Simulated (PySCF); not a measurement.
Species: `CC/C(C(F)(F)F)=C/OC`. The columns A, B, C and D hold Mulliken, IAO, Hirshfeld and ESP-fitted charges (e) of one PBE0/pcSseg-1 density (PySCF), in a shuffled order. Coordinates in Å (PBE0-D3(BJ)/def2-SVP); the density's dipole moment is (1.45, -3.90, 0.19) D.

```tsv
atom	x	y	z	A	B	C	D
C1	-2.594	-0.368	0.494	-0.411	-0.120	-0.280	-0.241
C2	-1.501	-0.477	-0.566	-0.243	-0.072	-0.155	+0.106
C3	-0.232	0.243	-0.206	-0.132	-0.070	-0.544	-0.408
C4	0.879	-0.430	0.138	+0.076	+0.032	+0.299	+0.134
O5	2.010	0.148	0.550	-0.308	-0.101	-0.445	-0.160
C6	3.121	-0.695	0.719	-0.201	-0.025	-0.048	-0.230
C7	-0.260	1.744	-0.148	+0.802	+0.253	+0.928	+0.572
F8	0.819	2.309	-0.693	-0.276	-0.099	-0.264	-0.191
F9	-0.346	2.201	1.111	-0.286	-0.105	-0.274	-0.194
F10	-1.326	2.229	-0.805	-0.289	-0.085	-0.279	-0.167
H11	-2.253	-0.788	1.453	+0.137	+0.035	+0.113	+0.076
H12	-2.879	0.680	0.670	+0.144	+0.033	+0.129	+0.082
H13	-3.498	-0.912	0.182	+0.139	+0.042	+0.118	+0.061
H14	-1.257	-1.537	-0.741	+0.134	+0.041	+0.113	+0.024
H15	-1.881	-0.085	-1.524	+0.147	+0.035	+0.138	+0.044
H16	0.879	-1.528	0.103	+0.130	+0.052	+0.091	+0.121
H17	3.933	-0.080	1.127	+0.169	+0.061	+0.139	+0.147
H18	3.450	-1.128	-0.241	+0.136	+0.046	+0.113	+0.114
H19	2.903	-1.513	1.428	+0.132	+0.046	+0.108	+0.113
```

Task: Which column most likely holds the ESP-fitted charges?

Result: D. Σ q r misses the density's dipole by 0.05 D (D), 1.33 D (C), 1.58 D (A), 1.63 D (B). Charges fitted to the outside potential are the only set here that is tied to the molecule's multipoles.

Task: And the Hirshfeld charges?

Result: B. The mean sizes are 0.071 e (B), 0.168 e (D), 0.226 e (A), 0.241 e (C), and Hirshfeld charges are commonly the smallest of these schemes.

As computed, A = IAO, B = Hirshfeld, C = Mulliken, D = ESP-fitted. Hydrogens on carbon: IAO +0.13 to +0.17, Hirshfeld +0.03 to +0.06, Mulliken +0.09 to +0.14, ESP-fitted +0.02 to +0.15 e.

The ESP scheme fits charges at the nuclei, held to the total charge, to the electrostatic potential on points at 1.4 to 2.0 times the van der Waals radii. The Hirshfeld scheme divides the density at each point in proportion to the densities of the neutral, spherically averaged free atoms.

The structure is a single PBE0-D3(BJ)/def2-SVP conformer in the gas phase; no vibrational or solvent corrections.

The values belong to the conformer `[CH3:1][CH2:2]/[C:3](=[CH:4]/[O:5][CH3:6])[C:7]([F:8])([F:9])[F:10]`: C1–C2–C3–C4 108°, C3–C4–O5–C6 -173°, C2–C3–C7–F8 -138°.
